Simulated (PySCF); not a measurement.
Si(CF3)(H)2(Me), SMILES C[SiH2]C(F)(F)F, singlet, PBE0/def2-SVP optimised geometry.

```
11

Si     0.20    -0.97     0.00
C     -0.52    -1.79    -1.52
C     -0.35     0.88     0.00
F      0.12     1.56     1.06
F      0.08     1.52    -1.10
F     -1.69     1.00     0.02
H     -0.31    -1.56     1.27
H      1.69    -0.97     0.00
H     -0.16    -1.30    -2.43
H     -1.62    -1.73    -1.50
H     -0.24    -2.85    -1.56
```

Density from PBE0/def2-TZVP (PySCF 2.14.0) at that geometry.

Minimum of the electron density along straight lines between bonded atoms, close to the bond critical point (lines longer than 1.1 times the sum of covalent radii, or with two minima, are not listed):

```csv
bond,length / Å,ρ at the minimum / e bohr⁻³,∇²ρ there / e bohr⁻⁵,position (fraction from the first atom)
Si1–C2,1.869,0.123,0.18,0.39
Si1–C3,1.934,0.115,0.18,0.38
C3–F4,1.340,0.281,-0.37,0.34
C3–F5,1.345,0.278,-0.37,0.34
C3–F6,1.345,0.278,-0.37,0.34
Si1–H7,1.491,0.121,0.15,0.49
Si1–H8,1.491,0.121,0.15,0.49
C2–H9,1.101,0.267,-0.88,0.64
C2–H10,1.101,0.267,-0.88,0.64
C2–H11,1.101,0.267,-0.87,0.64
```
